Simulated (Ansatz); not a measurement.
Al₇As₇⁺. Total charge 1; doublet. Geometry PBE-D4/def2-SVP, that of the neutral singlet; atoms count from 1.

Cartesian coordinates in Å:
```
Al -0.500 0.320 -2.565
Al -1.023 2.116 -0.217
Al 1.625 1.763 -0.420
Al 1.063 0.932 2.220
Al 1.067 -1.745 1.321
Al -0.880 -2.059 -1.384
Al -1.539 -1.125 1.392
As 0.242 2.577 -2.321
As -0.190 -1.752 -3.591
As 0.535 3.125 1.382
As -0.097 -0.846 3.352
As -0.702 -3.348 0.619
As -2.389 0.121 -0.524
As 2.787 -0.079 0.736
```

Single mean-field runs in def2-TZVP are fitted with def2-universal-jkfit.

Problem. Estimate the Mulliken populations from the PBE0/def2-TZVP orbitals of Ansatz.

Solution. 
```
atom  charge (e)  spin (α − β)
 Al1        0.31          0.03
 Al2        0.34          0.00
 Al3        0.31          0.00
 Al4        0.30          0.00
 Al5        0.31          0.00
 Al6        0.31          0.03
 Al7        0.34          0.00
 As8       -0.15          0.01
 As9        0.05          0.81
As10       -0.18          0.02
As11       -0.18          0.02
As12       -0.15          0.01
As13       -0.35          0.03
As14       -0.26          0.01
```
Mulliken values depend strongly on the basis.

Problem. Where does the spin sit?

Solution. Summed by element: Al 0.08, As 0.92, of 1 unpaired in all. Largest on single atoms: As9 0.81, As13 0.03, Al1 0.03.

Problem. And the Mayer bond orders between heavy atoms (over 0.3)?

Solution. Al1–As8 1.09 (2.39 Å); Al1–As9 1.07 (2.33 Å); Al1–As13 0.49 (2.79 Å); Al2–As8 0.83 (2.50 Å); Al2–As10 0.97 (2.45 Å); Al2–As13 0.91 (2.44 Å); Al3–As8 0.86 (2.49 Å); Al3–As10 0.85 (2.51 Å); Al3–As14 0.94 (2.47 Å); Al4–As10 0.97 (2.41 Å); Al4–As11 0.97 (2.41 Å); Al4–As14 0.86 (2.49 Å); Al5–As11 0.85 (2.51 Å); Al5–As12 0.86 (2.49 Å); Al5–As14 0.94 (2.47 Å); Al6–As9 1.07 (2.33 Å); Al6–As12 1.09 (2.39 Å); Al6–As13 0.49 (2.79 Å); Al7–As11 0.97 (2.45 Å); Al7–As12 0.83 (2.50 Å); Al7–As13 0.91 (2.44 Å).
